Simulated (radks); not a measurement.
Task: All-electron atom: the gadolinium ion Gd+ in [Xe] 4f7 5d1 6s1 (the NIST ground configuration). Calculated with a radial shooting solver on a logarithmic mesh with Libxc functionals: scalar-relativistic Kohn-Sham, PBE, spin-polarised, spherical densities, finite nucleus; open shells are filled with parallel spins first (spin-orbit coupling, left out, can overturn this in heavy ions); Fermi nuclear charge, rms radius 5.1569 fm. Some entries of the table are withheld. Estimate them.

orbital,occ.,eigenvalue (eV),<r> (bohr)
1s up,1,-50100.44,0.02191
1s down,1,-50100.43,0.02191
2s up,1,-8276.884,0.09329
2s down,1,-8276.800,0.09328
2p up,3,-7366.768,0.08237
2p down,3,-7366.707,0.08237
3s up,1,-1840.120,0.2445
3s down,1,-1837.490,0.2443
3p up,3,-1558.094,0.2431
3p down,3,-1555.474,0.2428
3d up,5,-1185.349,0.2213
3d down,5,-1183.329,0.2210
4s up,1,-377.5267,0.5530
4s down,1,-371.3646,0.5530
4p up,3,-284.5563,0.5853
4p down,3,-278.4365,0.5854
4d up,5,-155.8983,0.6359
4d down,5,-149.8294,0.6368
5s up,1,-57.2153,(1)
5s down,1,-53.6993,(2)
5p up,3,-34.5189,1.550
5p down,3,-31.6764,1.577
4f up,7,(3),0.8534
4f down,0,(4),0.8973
6s up,1,-9.7961,3.594
5d up,1,(5),2.517
5d down,0,(6),2.578

Result: 
(1) 5s up <r> (bohr): 1.326
(2) 5s down <r> (bohr): 1.345
(3) 4f up eigenvalue (eV): -16.7728
(4) 4f down eigenvalue (eV): -11.2790
(5) 5d up eigenvalue (eV): -9.0306
(6) 5d down eigenvalue (eV): -7.1266
